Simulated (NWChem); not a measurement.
Program: NWChem. System: isocyanic acid (CHNO), charge 0, spin multiplicity 1, at a geometry optimised with PBE0/def2-SVP. Level: RHF/cc-pVTZ.

Output (cleaned and shortened):

```
             Northwest Computational Chemistry Package (NWChem) 7.3.0
             --------------------------------------------------------

                                NWChem Input Module
                                -------------------

 Scaling coordinates for geometry "geometry" by  1.889725989
 (inverse scale =  0.529177249)

 Turning off AUTOSYM since
 SYMMETRY directive was detected!

                             Geometry "geometry" -> ""
                             -------------------------

 Output coordinates in angstroms (scale by  1.889725989 to convert to a.u.)

  No.       Tag          Charge          X              Y              Z
 ---- ---------------- ---------- -------------- -------------- --------------
    1 N                    7.0000     1.16003500    -0.07317700     0.00000000
    2 C                    6.0000    -0.04679300     0.01949200     0.00000000
    3 O                    8.0000    -1.21043200    -0.03409700     0.00000000
    4 H                    1.0000     1.84397000     0.66806100     0.00000000

 Effective nuclear repulsion energy (a.u.)      59.2793257738

            Nuclear Dipole moment (a.u.)
            ----------------------------
        X                 Y               Z
 ---------------- ---------------- ----------------
     0.0000018897    -0.0000037795     0.0000000000

      Symmetry information
      --------------------

 Group name             Cs
 Group number              2
 Group order               2
 No. of unique centers     4

      Symmetry unique atoms

     1    2    3    4


 Summary of "ao basis" -> "" (spherical)
 ------------------------------------------------------------------------------
       Tag                 Description            Shells   Functions and Types
 ---------------- ------------------------------  ------  ---------------------
 *                          cc-pvtz                   on all atoms

 Summary of "ao basis" -> "ao basis" (spherical)
 ------------------------------------------------------------------------------
       Tag                 Description            Shells   Functions and Types
 ---------------- ------------------------------  ------  ---------------------
 N                          cc-pvtz                 10       30   4s3p2d1f
 C                          cc-pvtz                 10       30   4s3p2d1f
 O                          cc-pvtz                 10       30   4s3p2d1f
 H                          cc-pvtz                  6       14   3s2p1d

                                 NWChem SCF Module
                                 -----------------

  ao basis        = "ao basis"
  functions       =   104
  atoms           =     4
  closed shells   =    11
  open shells     =     0
  charge          =   0.00
  wavefunction    = RHF
  use symmetry    = T
  symmetry adapt  = T

 Summary of "ao basis" -> "ao basis" (spherical)
 ------------------------------------------------------------------------------
       Tag                 Description            Shells   Functions and Types
 ---------------- ------------------------------  ------  ---------------------
 N                          cc-pvtz                 10       30   4s3p2d1f
 C                          cc-pvtz                 10       30   4s3p2d1f
 O                          cc-pvtz                 10       30   4s3p2d1f
 H                          cc-pvtz                  6       14   3s2p1d

      Symmetry analysis of basis
      --------------------------

        a'         70
        a"         34

 Forming initial guess at       0.1s

      Superposition of Atomic Density Guess
      -------------------------------------

 Sum of atomic energies:        -167.26057486

      Non-variational initial energy
      ------------------------------

 Total energy =    -168.538389
 1-e energy   =    -344.665637
 2-e energy   =     116.847923
 HOMO         =      -0.380100
 LUMO         =       0.060653

      Symmetry analysis of molecular orbitals - initial
      -------------------------------------------------

  Numbering of irreducible representations:

     1 a'          2 a"

  Orbital symmetries:

     1 a'          2 a'          3 a'          4 a'          5 a'
     6 a'          7 a'          8 a"          9 a'         10 a'
    11 a"         12 a'         13 a'         14 a"         15 a'
    16 a'         17 a"         18 a'         19 a'         20 a'
    21 a'

 Starting SCF solution at       1.4s

 ----------------------------------------------
         Quadratically convergent ROHF

 Convergence threshold     :          1.000E-07
 Maximum no. of iterations :          100
 Final Fock-matrix accuracy:          1.000E-09
 ----------------------------------------------

              iter       energy          gnorm     gmax       time
             ----- ------------------- --------- --------- --------
                 1     -167.7642275290  1.12D+00  3.03D-01      1.5
                 2     -167.8227978395  2.73D-01  7.78D-02      1.6
                 3     -167.8286891789  2.49D-02  1.05D-02      1.8
                 4     -167.8287901620  3.12D-04  8.62D-05      2.2
                 5     -167.8287901746  9.86D-08  5.05D-08      2.8

       Final RHF  results
       ------------------

         Total SCF energy =   -167.828790174623
      One-electron energy =   -345.949949595493
      Two-electron energy =    118.841833647054
 Nuclear repulsion energy =     59.279325773817

        Time for solution =      1.4s

       Symmetry analysis of molecular orbitals - final
       -----------------------------------------------

  Numbering of irreducible representations:

     1 a'          2 a"

  Orbital symmetries:

     1 a'          2 a'          3 a'          4 a'          5 a'
     6 a'          7 a'          8 a"          9 a'         10 a'
    11 a"         12 a'         13 a'         14 a"         15 a'
    16 a'         17 a"         18 a'         19 a'         20 a'
    21 a"

             Final eigenvalues
             -----------------

              1
    1  -20.6188
    2  -15.5901
    3  -11.4112
    4   -1.4737
    5   -1.2603
    6   -0.8161
    7   -0.7295
    8   -0.6555
    9   -0.6456
   10   -0.4807
   11   -0.4516
   12    0.1307
   13    0.1722
   14    0.2290
   15    0.2531
   16    0.3650
   17    0.4145
   18    0.4267
   19    0.5285
   20    0.5808
   21    0.6408

                       ROHF Final Molecular Orbital Analysis
                       -------------------------------------

 Vector    9  Occ=2.000000D+00  E=-6.455830D-01  Symmetry=a'
              MO Center= -3.4D-01, -8.9D-03, -5.0D-17, r^2= 1.5D+00
   Bfn.  Coefficient  Atom+Function         Bfn.  Coefficient  Atom+Function
  ----- ------------  ---------------      ----- ------------  ---------------
    69      0.302621  3 O  py                39      0.241166  2 C  py
    66      0.236724  3 O  py                72      0.191324  3 O  py
    36      0.181047  2 C  py

 Vector   10  Occ=2.000000D+00  E=-4.806983D-01  Symmetry=a'
              MO Center=  4.4D-01, -1.6D-01, -1.8D-16, r^2= 2.0D+00
   Bfn.  Coefficient  Atom+Function         Bfn.  Coefficient  Atom+Function
  ----- ------------  ---------------      ----- ------------  ---------------
     9      0.304307  1 N  py                69     -0.260005  3 O  py
    12      0.245185  1 N  py                 6      0.235686  1 N  py
    72     -0.209470  3 O  py                66     -0.204346  3 O  py
     4     -0.166112  1 N  s                  2     -0.150776  1 N  s

 Vector   11  Occ=2.000000D+00  E=-4.515993D-01  Symmetry=a"
              MO Center=  3.4D-01, -3.6D-02,  6.2D-16, r^2= 1.9D+00
   Bfn.  Coefficient  Atom+Function         Bfn.  Coefficient  Atom+Function
  ----- ------------  ---------------      ----- ------------  ---------------
    10      0.333794  1 N  pz                13      0.290178  1 N  pz
    70     -0.268281  3 O  pz                 7      0.254916  1 N  pz
    73     -0.227294  3 O  pz                67     -0.210222  3 O  pz

 Vector   12  Occ=0.000000D+00  E= 1.307421D-01  Symmetry=a'
              MO Center=  1.9D+00,  9.5D-01, -8.0D-17, r^2= 3.5D+00
   Bfn.  Coefficient  Atom+Function         Bfn.  Coefficient  Atom+Function
  ----- ------------  ---------------      ----- ------------  ---------------
    93      1.977675  4 H  s                  4     -1.241996  1 N  s
    11     -0.730621  1 N  px                12     -0.606472  1 N  py
    64     -0.557534  3 O  s                 92      0.480350  4 H  s
    41     -0.461472  2 C  px                 2     -0.195010  1 N  s
    97     -0.178415  4 H  px                98     -0.178163  4 H  py

 Vector   13  Occ=0.000000D+00  E= 1.721896D-01  Symmetry=a'
              MO Center=  1.2D-01,  3.7D-01, -2.6D-16, r^2= 2.4D+00
   Bfn.  Coefficient  Atom+Function         Bfn.  Coefficient  Atom+Function
  ----- ------------  ---------------      ----- ------------  ---------------
    34      1.975995  2 C  s                  4     -1.094585  1 N  s
    64     -0.649270  3 O  s                 42      0.638483  2 C  py
    11      0.549198  1 N  px                12     -0.470386  1 N  py
    72     -0.414024  3 O  py                39      0.338843  2 C  py
    41      0.307772  2 C  px                71     -0.290113  3 O  px

 Vector   14  Occ=0.000000D+00  E= 2.289817D-01  Symmetry=a"
              MO Center=  1.3D-01,  2.5D-02, -1.6D-15, r^2= 2.2D+00
   Bfn.  Coefficient  Atom+Function         Bfn.  Coefficient  Atom+Function
  ----- ------------  ---------------      ----- ------------  ---------------
    43      0.926089  2 C  pz                13     -0.648606  1 N  pz
    73     -0.475078  3 O  pz                40      0.392378  2 C  pz
    37      0.251453  2 C  pz                70     -0.203916  3 O  pz
    10     -0.200593  1 N  pz                67     -0.177377  3 O  pz
     7     -0.176009  1 N  pz

 center of mass
 --------------
 x =  -0.07996489 y =  -0.02912811 z =   0.00000000

 moments of inertia (a.u.)
 ------------------
           1.920232037061          -2.406829217899           0.000000000000
          -2.406829217899         163.035659161856           0.000000000000
           0.000000000000           0.000000000000         164.955891198917

  Mulliken analysis of the total density
  --------------------------------------

    Atom       Charge   Shell Charges
 -----------   ------   -------------------------------------------------------
    1 N    7     7.36   1.95  0.90  0.19  0.42  1.01  1.83  1.02  0.01  0.03  0.00
    2 C    6     5.59   1.96  0.80  0.19  0.17  0.76  1.15  0.27  0.07  0.21  0.03
    3 O    8     8.29   1.95  1.02  0.24  0.54  1.24  2.14  1.13  0.01  0.03  0.00
    4 H    1     0.76   0.24  0.40  0.04  0.02  0.05  0.01

       Multipole analysis of the density wrt the origin
       ------------------------------------------------

     L   x y z        total         open         nuclear
     -   - - -        -----         ----         -------
     0   0 0 0     -0.000000      0.000000     22.000000

     1   1 0 0      0.717829      0.000000      0.000002
     1   0 1 0      0.608171      0.000000     -0.000004
     1   0 0 1     -0.000000      0.000000      0.000000

     2   2 0 0    -12.754362      0.000000     87.684971
     2   1 1 0      2.062600      0.000000      3.436698
     2   1 0 1     -0.000000      0.000000      0.000000
     2   0 2 0    -11.548609      0.000000      1.768998
     2   0 1 1     -0.000000      0.000000      0.000000
     2   0 0 2    -12.396078      0.000000      0.000000

 Task  times  cpu:        2.8s     wall:        2.8s

 Total times  cpu:        2.8s     wall:        2.8s
```

### Question
Write an NWChem input that would produce this output.

### Answer
Several could match; the one computed here: 
```
start mol
memory heap 200 mb stack 800 mb global 1000 mb
geometry units angstroms nocenter noautoz
  N      1.160035    -0.073177     0.000000
  C     -0.046793     0.019492     0.000000
  O     -1.210432    -0.034097     0.000000
  H      1.843970     0.668061     0.000000
  symmetry group Cs
end
basis spherical
  * library cc-pvtz
end
scf
  rhf
  nopen 0
  maxiter 100
  thresh 1e-7
  semidirect memsize 60000000 filesize 0
end
task scf energy
```
